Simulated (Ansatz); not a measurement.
`NC[SiH](N)O` → `NC(O)N[SiH3]`  (isomerisation)

Computed with Ansatz on PBE0-D4/def2-TZVP structures; ΔE is electronic, products minus reactants. CCSD(T)/CBS adds triple-zeta CCSD(T) − MP2 to the extrapolated MP2 energy (def2 sets, frozen cores). Functionals use def2-TZVPP. B3LYP here is the variant with VWN-RPA as its local correlation; programs differ in this. Each species was taken in one conformer, which may not be the lowest.

```
             level  ΔE (eV)  difference from CCSD(T)/CBS
            PBE-D4     1.93                        -0.16
         r2SCAN-D4     2.03                        -0.06
           PBE0-D4     1.97                        -0.12
          B3LYP-D4     2.02                        -0.07
           ωB97X-V     1.96                        -0.13
           ωB97M-V     2.05                        -0.04
            B2PLYP     2.05                        -0.04
               PBE     1.92                        -0.17
     HF/def2-TZVPP     1.98                        -0.11
    MP2/def2-TZVPP     2.10                         0.01
   CCSD/def2-TZVPP     2.02                        -0.07
CCSD(T)/def2-TZVPP     2.00                        -0.09
    MP2/def2-QZVPP     2.16                         0.07
      HF/CBS(def2)     2.00                        -0.09
     MP2/CBS(def2)     2.19                         0.10
    CCSD/CBS(def2)     2.11                         0.02
       CCSD(T)/CBS     2.09                            0
```

Largest T1 diagnostic among the species: 0.011.

From PBE to PBE0 (25 % exact exchange), in def2-TZVPP and without D4, ΔE moves by +0.05 eV.
